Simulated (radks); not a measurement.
Values are calculated unless marked as measured or tabulated.
Species: Mo+. Configuration: [Kr] 4d5. Code: a radial shooting solver on a logarithmic mesh with Libxc functionals. Model: scalar-relativistic Kohn-Sham, PBE, spin-unpolarised, spherical densities, finite nucleus; Fermi nuclear charge, rms radius 4.4091 fm.

X-ray form factor f0, the Fourier transform of the density (f0(0) = 41):

| sin(theta)/lambda (1/angstrom) | f0 (electrons) |
|---|---|
| 0.05 | 40.299 |
| 0.1 | 38.441 |
| 0.15 | 35.949 |
| 0.2 | 33.287 |
| 0.25 | 30.734 |
| 0.3 | 28.418 |
| 0.4 | 24.619 |
| 0.5 | 21.781 |
| 0.6 | 19.575 |
| 0.8 | 16.014 |
| 1 | 12.954 |
| 1.25 | 9.892 |
| 1.5 | 7.831 |
| 2 | 5.805 |
